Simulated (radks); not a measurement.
Values are calculated unless marked as measured or tabulated.
Q: The mean radii <r> (bohr) of the occupied orbitals of an atom or ion are listed with their occupations. Level of theory: Dirac Kohn-Sham, PBE, spin-unpolarised, spherical densities, finite nucleus; Fermi nuclear charge, rms radius of each element as measured or else 0.836 A^(1/3) + 0.57 fm (a radial shooting solver on a logarithmic mesh with Libxc functionals).

orbital  occ.      <r>
1s1/2       2  0.03610
2s1/2       2   0.1568
2p1/2       2   0.1338
2p3/2       4   0.1381
3s1/2       2   0.4060
3p1/2       2   0.3937
3p3/2       4   0.4012
3d3/2       2   0.3609

Name the element and its charge. Open shells, if any, fill j = l - 1/2 first.

A: Z = 41, niobium, charge +21: Nb21+ in [Ar] 3d2. The 1s radius gives Z: for a bare nucleus <r> = (2 gamma + 1)/(2Z) with gamma = sqrt(1 - (Z/c)^2), 0.03547 bohr for Z = 41, and screening makes it slightly larger (0.03610 here). The occupations add up to 20, and the charge is Z minus that.
